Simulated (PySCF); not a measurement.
PySCF job for Al(CF3)(F)(OH) (CHAlF4O), SMILES [OH][Al]([F])[C](F)(F)F, PBE0/pcSseg-1. Coordinates come from a PBE0-D3(BJ)/def2-SVP optimisation. One conformer was computed; it need not be the lowest.

```python
import numpy as np
from pyscf import gto, scf, dft
from pyscf.prop.nmr import rks as nmr

mol = gto.M(
    atom='''
    Al   -0.01835338    0.25003632    0.97794408
    C     0.00571799   -0.22174125   -0.96972831
    F    -0.47615528    0.75561605   -1.75399930
    F    -0.72822382   -1.32096376   -1.22395861
    F     1.25512709   -0.48295667   -1.39853075
    F    -0.55756104    1.74513544    1.44419801
    O     0.52157576   -0.91281512    2.06013813
    H     0.59299763   -0.88898315    3.01460778
    ''',
    basis='pcSseg-1',
    charge=0,
    spin=0,
    max_memory=1600,
    verbose=3,
)
mf = dft.RKS(mol, xc='pbe0')
mf.grids.level = 3
mf.conv_tol = 1e-10
mf.max_cycle = 100
mf.kernel()
n = nmr.NMR(mf)
n.verbose = 2
n.max_cycle_cphf = 60
sigma = n.kernel()
print('atom   isotropic/ppm   span/ppm')
for i, s in enumerate(sigma):
    w = np.linalg.eigvalsh((s + s.T) / 2)
    print(f'{mol.atom_symbol(i):2s}{i + 1:3d} {w.mean():14.3f} {w[2] - w[0]:11.3f}')
```

Log of the run:

```
converged SCF energy = -755.206842284021
atom   isotropic/ppm   span/ppm
Al  1        477.359     117.657
C   2         50.465       5.748
F   3        237.052     204.532
F   4        238.063     206.408
F   5        238.133     207.133
F   6        344.381     176.951
O   7        308.889      93.614
H   8         29.154      22.686
```

The run converged.
